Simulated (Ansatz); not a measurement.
Born–Oppenheimer molecular dynamics of C$_{2}$H$_{8}$BFSi (13 atoms, charge 0, multiplicity 1). It starts from a relaxed structure.

Method: RKS PBE0-D4/STO-3G (Ansatz).

- ensemble: NVE (velocity Verlet)
- time step: 1 fs
- steps asked: 400
- starting velocities drawn for: 700 K
- seed: 288502

Frames 1 fs apart, positions in Å.

Velocities at 80.0 fs (Å/ps):

```
C -2.69 -1.76 -8.73
B -2.94 -0.64 5.77
C 3.06 0.37 0.50
Si 1.24 -3.59 -1.90
F -3.41 5.37 3.10
H -14.05 1.27 12.43
H 33.88 22.38 -0.71
H -3.14 20.98 22.36
H 3.08 27.99 14.48
H 13.07 -9.80 -25.68
H 17.79 -28.19 1.09
H -3.69 -14.92 6.59
H 9.91 2.44 0.25
```

```xyz
13
Properties=species:S:1:pos:R:3 time_fs=80.0 energy_less_start_eV=0.513 T=346
C -1.163 -0.311 1.121
B -0.155 -0.147 -0.085
C 0.887 -1.279 -0.194
Si 0.332 1.602 -0.890
F -0.742 2.731 -0.219
H -1.906 -1.138 1.036
H -0.547 -0.567 2.014
H -1.693 0.622 1.437
H 0.469 -2.277 -0.334
H 1.701 -1.256 -0.947
H 1.385 -1.391 0.748
H 1.760 1.906 -0.592
H 0.156 1.542 -2.391
13
Properties=species:S:1:pos:R:3 time_fs=81.0 energy_less_start_eV=0.608 T=284
C -1.166 -0.313 1.113
B -0.158 -0.147 -0.079
C 0.890 -1.279 -0.195
Si 0.333 1.599 -0.892
F -0.746 2.736 -0.216
H -1.918 -1.135 1.047
H -0.514 -0.545 2.011
H -1.696 0.639 1.457
H 0.469 -2.250 -0.320
H 1.712 -1.263 -0.972
H 1.406 -1.417 0.755
H 1.752 1.891 -0.586
H 0.167 1.546 -2.384
13
Properties=species:S:1:pos:R:3 time_fs=82.0 energy_less_start_eV=0.664 T=248
C -1.169 -0.314 1.106
B -0.160 -0.147 -0.072
C 0.895 -1.280 -0.196
Si 0.334 1.595 -0.894
F -0.748 2.741 -0.214
H -1.924 -1.127 1.058
H -0.487 -0.524 1.999
H -1.694 0.644 1.466
H 0.458 -2.236 -0.308
H 1.712 -1.263 -0.989
H 1.428 -1.440 0.767
H 1.737 1.877 -0.581
H 0.180 1.552 -2.367
13
Properties=species:S:1:pos:R:3 time_fs=83.0 energy_less_start_eV=0.628 T=269
C -1.173 -0.313 1.101
B -0.160 -0.145 -0.066
C 0.902 -1.281 -0.198
Si 0.333 1.592 -0.896
F -0.750 2.746 -0.212
H -1.926 -1.116 1.068
H -0.469 -0.506 1.976
H -1.688 0.635 1.465
H 0.436 -2.238 -0.300
H 1.700 -1.258 -0.998
H 1.449 -1.456 0.777
H 1.718 1.864 -0.578
H 0.194 1.560 -2.343
13
Properties=species:S:1:pos:R:3 time_fs=84.0 energy_less_start_eV=0.581 T=297
C -1.177 -0.311 1.099
B -0.160 -0.144 -0.059
C 0.911 -1.283 -0.200
Si 0.333 1.589 -0.898
F -0.751 2.750 -0.210
H -1.924 -1.106 1.076
H -0.460 -0.491 1.945
H -1.678 0.614 1.452
H 0.405 -2.252 -0.296
H 1.679 -1.248 -0.998
H 1.465 -1.464 0.779
H 1.699 1.853 -0.573
H 0.209 1.570 -2.319
13
Properties=species:S:1:pos:R:3 time_fs=85.0 energy_less_start_eV=0.619 T=272
C -1.181 -0.308 1.097
B -0.158 -0.142 -0.052
C 0.921 -1.287 -0.201
Si 0.331 1.586 -0.899
F -0.751 2.753 -0.209
H -1.921 -1.100 1.084
H -0.458 -0.482 1.910
H -1.670 0.591 1.433
H 0.372 -2.268 -0.295
H 1.653 -1.234 -0.995
H 1.475 -1.464 0.770
H 1.685 1.846 -0.568
H 0.224 1.581 -2.300
13
Properties=species:S:1:pos:R:3 time_fs=86.0 energy_less_start_eV=0.705 T=218
C -1.184 -0.304 1.097
B -0.155 -0.139 -0.046
C 0.929 -1.292 -0.202
Si 0.328 1.583 -0.899
F -0.750 2.756 -0.209
H -1.917 -1.100 1.091
H -0.460 -0.478 1.879
H -1.668 0.576 1.409
H 0.345 -2.277 -0.297
H 1.630 -1.218 -0.997
H 1.481 -1.458 0.752
H 1.679 1.843 -0.561
H 0.237 1.593 -2.294
13
Properties=species:S:1:pos:R:3 time_fs=87.0 energy_less_start_eV=0.703 T=221
C -1.187 -0.301 1.096
B -0.151 -0.137 -0.041
C 0.936 -1.299 -0.200
Si 0.324 1.581 -0.898
F -0.749 2.758 -0.209
H -1.913 -1.107 1.096
H -0.459 -0.481 1.859
H -1.678 0.579 1.387
H 0.328 -2.273 -0.301
H 1.616 -1.200 -1.010
H 1.485 -1.447 0.730
H 1.680 1.844 -0.551
H 0.249 1.605 -2.301
13
Properties=species:S:1:pos:R:3 time_fs=88.0 energy_less_start_eV=0.593 T=291
C -1.189 -0.298 1.094
B -0.145 -0.135 -0.036
C 0.940 -1.308 -0.199
Si 0.320 1.579 -0.897
F -0.746 2.760 -0.209
H -1.909 -1.119 1.099
H -0.454 -0.490 1.855
H -1.699 0.599 1.366
H 0.323 -2.256 -0.307
H 1.611 -1.182 -1.033
H 1.491 -1.434 0.710
H 1.688 1.849 -0.540
H 0.259 1.618 -2.320
13
Properties=species:S:1:pos:R:3 time_fs=89.0 energy_less_start_eV=0.511 T=345
C -1.192 -0.295 1.092
B -0.138 -0.133 -0.032
C 0.941 -1.317 -0.198
Si 0.315 1.578 -0.895
F -0.743 2.761 -0.211
H -1.903 -1.134 1.099
H -0.448 -0.503 1.866
H -1.727 0.630 1.347
H 0.329 -2.231 -0.314
H 1.610 -1.165 -1.061
H 1.505 -1.421 0.699
H 1.698 1.856 -0.528
H 0.269 1.631 -2.346
13
Properties=species:S:1:pos:R:3 time_fs=90.0 energy_less_start_eV=0.547 T=323
C -1.194 -0.292 1.090
B -0.130 -0.131 -0.029
C 0.941 -1.326 -0.198
Si 0.309 1.577 -0.892
F -0.739 2.762 -0.212
H -1.893 -1.149 1.096
H -0.443 -0.517 1.887
H -1.755 0.659 1.328
H 0.342 -2.207 -0.322
H 1.609 -1.152 -1.085
H 1.528 -1.409 0.700
H 1.706 1.865 -0.516
H 0.276 1.642 -2.371
13
Properties=species:S:1:pos:R:3 time_fs=91.0 energy_less_start_eV=0.632 T=270
C -1.196 -0.288 1.089
B -0.121 -0.131 -0.027
C 0.940 -1.333 -0.200
Si 0.303 1.577 -0.890
F -0.735 2.762 -0.215
H -1.880 -1.162 1.091
H -0.448 -0.527 1.912
H -1.778 0.676 1.308
H 0.355 -2.196 -0.332
H 1.602 -1.143 -1.100
H 1.555 -1.400 0.707
H 1.709 1.875 -0.506
H 0.283 1.653 -2.389
```

Of the whole run (400 fs, mean temperature of the second half 361 K): The conserved energy stayed within 1.9 meV per atom of its start (net change 0.67 meV per atom), so the integration is sound. The temperature averaged 0.52 of the 700 K drawn at the start: a run that starts near a minimum puts about half its kinetic energy into the potential. A run of 0.4 ps of so small a system gives no equilibrium averages. Limits of this set-up: minimal basis.

The run took 8.3 min on 1 thread of Intel(R) Xeon(R) 6975P-C (Granite Rapids), with other jobs on the host, peak memory 0.13 GiB.
